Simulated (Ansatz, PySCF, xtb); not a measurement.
Torsion H4–N1–Sn2–O3 in H3NOSn (SMILES [NH2][Sn][OH]); at each angle all else is relaxed with GFN2-xTB, and the levels are single points there.
Geometry at 0° (charge 0, multiplicity 1):
```xyz
6

N     -1.19024    -0.06428     0.25607
Sn     0.69176    -0.45611     0.99962
O      0.18605    -2.04670     2.16332
H     -2.04009    -0.56979     0.46900
H     -1.43646     0.67151    -0.39166
H     -0.69877    -2.39483     2.24134
```

On the grid 0° to 330°, 270° is the highest and 0° the lowest point at MP2/CBS(def2-TZVPP, def2-QZVPP) + ΔCCSD(T)/def2-TZVPP.

The values were computed with Ansatz (an electronic-structure program); PySCF for the dispersion terms; xtb for the GFN methods. Values without a source in brackets are computed. In def2 rows elements past Kr take small-core potentials, without spin–orbit coupling.

One of these levels gives 374.2 meV for the energy at 270° less that at 0°. Which?
A. GFN2-xTB
B. r2SCAN-D3(BJ)/def2-TZVPP
C. PBE-D4/def2-TZVPP

B, r2SCAN-D3(BJ)/def2-TZVPP. The others give 201.8 (GFN2-xTB), 335.8 (PBE-D4/def2-TZVPP)
